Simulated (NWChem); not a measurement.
System: CH4CdOS; SMILES C[O][Cd][SH]

The following NWChem deck was run.

```
start job
memory heap 200 mb stack 900 mb global 1100 mb
geometry units angstroms noautoz
  Cd    -0.335794    -0.581700     0.445789
  O     -0.582612     1.395061     0.391654
  C     -1.773672     1.976599    -0.080360
  H     -2.680580     1.716342     0.520673
  H     -1.667260     3.085396    -0.024022
  H     -2.009886     1.736413    -1.147286
  S      0.100273    -2.888209     0.492290
  H      0.651638    -2.862437    -0.755798
end
basis spherical
  Cd library def2-svp
  O library def2-svp
  C library def2-svp
  H library def2-svp
  S library def2-svp
end
ecp
  Cd library def2-ecp
end
dft
  xc xpbe96 cpbe96
  iterations 150
  mulliken
end
task dft energy
```

All runs use the structure optimised with PBE-D3(BJ)/def2-SVP. def2 effective core potentials on Cd; no spin-orbit coupling.

Q: What results follow from this input? (PBE/def2-SVP with def2 effective core potentials on Cd.) Quantities: energy (Ha); highest occupied level (eV); orbital gap (eV); dipole (D).

A: 
```
Quantity                      Result
---------------------------  -------
energy (Ha)                  -681.15
highest occupied level (eV)    -5.55
orbital gap (eV)                3.33
dipole (D)                      1.15
```
